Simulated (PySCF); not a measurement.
## How methods differ on the ionisation energy of Lu(2+)

Lu(2+) [Xe] 4f14 6s1 (2S) → Lu(3+) [Xe] 4f14 (1S), as a difference of total energies. All numbers are calculated (PySCF 2.14, the spin-free X2C one-electron Hamiltonian (Gaussian nucleus), in cc-pVDZ-X2C (8s7p5d3f1g, 84 functions)). Correlated levels: valence: [Kr] 4d10 frozen; valence and next inner shell: [Ar] 3d10 frozen. The calculations carry no spin-orbit coupling.

Problem. Order these methods by the ionisation energy they give, lowest first.
A. SCS-MP2 (valence)
B. LDA
C. TPSS
D. M06-2X

Solution. A (20.573 eV), C (20.747 eV), D (20.772 eV), B (21.327 eV).

Errors of the correlated levels include the incompleteness of this basis and the frozen core.

For comparison: 20.959 eV (measured; NIST Atomic Spectra Database, ionization energies).
